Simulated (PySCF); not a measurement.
BH₂O₃, SMILES OB(O)[O], multiplicity 2.

Coordinates come from a PBE-D3(BJ)/def2-SVP optimisation. A frequency run showed that this geometry is not a minimum. The isomer is the one that the SMILES or the coordinates give; other isomers of the formula were not compared. The values are those of a single conformer.

All values below come from PBE-D3(BJ)/def2-SVP in PySCF.

Harmonic, unscaled wavenumbers; measured fundamentals usually lie a few per cent lower.

Estimate the vibrational spectrum. (The exact figures need the calculation; the answer reports its results.)


```tsv
mode	ν (cm⁻¹)	IR (km/mol)	moving atoms (share of kinetic energy)
1	392i	0.0	H 94 %
2	193	219.8	H 86 %, O 14 %
3	383	0.0	O 86 %, B 10 %
4	416	16.2	O 66 %, H 25 %, B 9 %
5	625	40.2	B 82 %, O 18 %
6	857	0.7	O 97 %
7	866	242.9	H 90 %, O 10 %
8	920	67.2	H 64 %, O 34 %
9	1409	379.0	B 72 %, O 27 %
10	1436	156.7	B 71 %, O 19 %, H 10 %
11	3775	17.6	H 94 %
12	3780	111.7	H 94 %
```
